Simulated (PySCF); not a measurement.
# Two-dimensional NMR puzzle

Compound of formula C6H9FSi. Correlations simulated from computed shifts and the bond graph:

HSQC (one-bond C–H):
```
  δH    δC
3.13  20.4
2.43  34.5
1.99   4.9
1.83  34.5
```

COSY cross peaks (H two or three bonds apart, from the bond graph; peaks can be absent where the dihedral angle is near 90°):
```
  δH    δH
5.82  2.43
5.82  1.83
3.13  2.43
3.13  1.83
2.43  1.83
```

HMBC (two and three bonds, from the bond graph):
```
  δH                δC
5.82        34.5, 20.4
3.13  92.7, 84.8, 34.5
2.43  92.7, 34.5, 20.4
1.99        92.7, 84.8
1.83  92.7, 34.5, 20.4
```

Carbons without hydrogens: δ 92.7, 84.8.

No solvent, one conformer, one averaged value for each set of equivalent atoms, non-relativistic Hamiltonian. Geometry from GFN2-xTB; σ from GIAO-PBE0/pcSseg-1; PySCF 2.14.

δ = σ(ref) − σ, references computed at the same level: TMS for $^{1}$H (σ = 31.72 ppm) and $^{13}$C (σ = 186.93 ppm).

Exchangeable hydrogens are left out of these lists.

**Question.** Work out the connectivity.

**Answer.** `CC#C[C@H]1C[Si@H](F)C1`.

Numbering as in the mapped SMILES `[CH3:1][C:2]#[C:3][C@H:4]1[CH2:5][Si@H:6]([F:7])[CH2:8]1`; H(Xn) means a hydrogen on atom n. Ha(C5), Ha(C8) are cis to C3 on the ring; Hb(C5), Hb(C8) are trans to C3 on the ring.

- δC 92.7 is C3, an alkyne carbon.
- δC 84.8 is C2, an alkyne carbon.
- δC 34.5 is C5/C8, an sp3 CH2 bonded to Si (δH 2.43, 1.83).
- δC 20.4 is C4, a propargylic sp3 CH (δH 3.13).
- δC 4.9 is C1, a propargylic methyl carbon (δH 1.99).
- HMBC from δH 3.13 reaches the proton-free carbons C3, C2.
- HMBC from δH 2.43 reaches the proton-free carbon C3.
- HMBC from δH 1.99 reaches the proton-free carbons C3, C2.
- HMBC from δH 1.83 reaches the proton-free carbon C3.
- COSY links 5.82–2.43, 5.82–1.83, 3.13–2.43, 3.13–1.83, 2.43–1.83.

The shifts were computed for this structure.

Shifts are as computed. Against solution values, carbons near 30 ppm lie about +3 ppm off and those near 130 ppm about +5 ppm. Of 1309 compounds with measured shifts, 239 miss one by over three times the rms of a fit or turn the order of signals round; such compounds aren't used in these exercises.
